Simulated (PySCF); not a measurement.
C3H4Cl2OSi.

```xyz
11

C      2.4412    -1.7011     0.4451
C      1.4836    -0.9663     0.2936
Si     0.0265     0.1002     0.0829
Cl     0.3561     1.9262     0.9468
Cl    -0.3189     0.3325    -1.9394
O     -1.2961    -0.5407     0.8062
C     -1.8860    -1.7915     0.4975
H      3.2916    -2.3455     0.5785
H     -2.2154    -1.8269    -0.5551
H     -2.7624    -1.9253     1.1476
H     -1.1816    -2.6224     0.6764
```
Charge 0, spin multiplicity 1.

Coordinates come from a B3LYP-D3(BJ)/def2-SVP optimisation. The values are those of a single conformer.

Calculation: KT2/pcSseg-1 (PySCF). Non-relativistic, no solvent.

Computed absolute GIAO shielding of each atom: isotropic value and principal components (ppm):
```json
[
 {"atom": "C1", "σ(iso)": "91.0", "σ11": "14.0", "σ22": "21.7", "σ33": "237.5", "span": "223.5"},
 {"atom": "C2", "σ(iso)": "108.1", "σ11": "13.3", "σ22": "21.7", "σ33": "289.3", "span": "276.0"},
 {"atom": "Si3", "σ(iso)": "392.6", "σ11": "351.2", "σ22": "396.9", "σ33": "429.7", "span": "78.5"},
 {"atom": "Cl4", "σ(iso)": "807.1", "σ11": "685.3", "σ22": "735.4", "σ33": "1000.6", "span": "315.3"},
 {"atom": "Cl5", "σ(iso)": "807.3", "σ11": "695.3", "σ22": "736.8", "σ33": "989.7", "span": "294.3"},
 {"atom": "O6", "σ(iso)": "250.3", "σ11": "180.6", "σ22": "267.0", "σ33": "303.4", "span": "122.9"},
 {"atom": "C7", "σ(iso)": "128.7", "σ11": "100.6", "σ22": "102.9", "σ33": "182.6", "span": "82.1"},
 {"atom": "H8", "σ(iso)": "28.5", "σ11": "23.6", "σ22": "23.7", "σ33": "38.1", "span": "14.6"},
 {"atom": "H9", "σ(iso)": "27.4", "σ11": "22.7", "σ22": "25.8", "σ33": "33.6", "span": "10.9"},
 {"atom": "H10", "σ(iso)": "27.3", "σ11": "23.1", "σ22": "24.8", "σ33": "34.1", "span": "11.0"},
 {"atom": "H11", "σ(iso)": "27.3", "σ11": "23.0", "σ22": "25.6", "σ33": "33.5", "span": "10.5"}
]
```
